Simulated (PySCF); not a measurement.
# Electron correlation in Mg (magnesium, neutral)

[Ne] 3s2, closed-shell 1S. Computed with PySCF 2.14 in def2-QZVPPD, with the non-relativistic Hamiltonian (point nucleus). Frozen: [Ne]; 2 electrons correlated.

With two correlated electrons CCSD is exact within the correlated space (frozen core and kept virtual orbitals).

```
level  correlation energy (mhartree)
 CCSD                         -33.80
```

Diagnostics: T1 = 0.017, D1 = 0.0239, largest double amplitude 0.085.

Cost of the coupled-cluster step: about 0.7 core-seconds, for 2 correlated electrons.

Iterations:

```
CC2 = 0
CCSD nocc = 1, nmo = 58
frozen orbitals [0, 1, 2, 3, 4]
max_cycle = 100
direct = 0
conv_tol = 1e-08
conv_tol_normt = 1e-06
diis_space = 8
diis_start_cycle = 0
Init t2, MP2 energy = -199.638087720068  E_corr(MP2) -0.0235998335674012
Init E_corr(CCSD) = -0.0235998335751016
cycle = 1  E_corr(CCSD) = -0.028898707850152  dE = -0.00529887428  norm(t1,t2) = 0.0502332
cycle = 2  E_corr(CCSD) = -0.031297785061113  dE = -0.00239907721  norm(t1,t2) = 0.0258803
cycle = 3  E_corr(CCSD) = -0.033816778930338  dE = -0.00251899387  norm(t1,t2) = 0.0138789
cycle = 4  E_corr(CCSD) = -0.0337812217706193  dE = 3.55571597e-05  norm(t1,t2) = 0.00109374
cycle = 5  E_corr(CCSD) = -0.0338071895762558  dE = -2.59678056e-05  norm(t1,t2) = 0.000147993
cycle = 6  E_corr(CCSD) = -0.033798521147538  dE = 8.66842872e-06  norm(t1,t2) = 4.50511e-05
cycle = 7  E_corr(CCSD) = -0.0337989290230115  dE = -4.07875473e-07  norm(t1,t2) = 6.14297e-06
cycle = 8  E_corr(CCSD) = -0.0337989273142649  dE = 1.70874651e-09  norm(t1,t2) = 1.44345e-06
cycle = 9  E_corr(CCSD) = -0.0337988578744164  dE = 6.94398485e-08  norm(t1,t2) = 4.14451e-07
cycle = 10  E_corr(CCSD) = -0.0337988614344135  dE = -3.55999708e-09  norm(t1,t2) = 4.12586e-08
CCSD converged
E(CCSD) = -199.6482867479353  E_corr = -0.03379886143441353
```
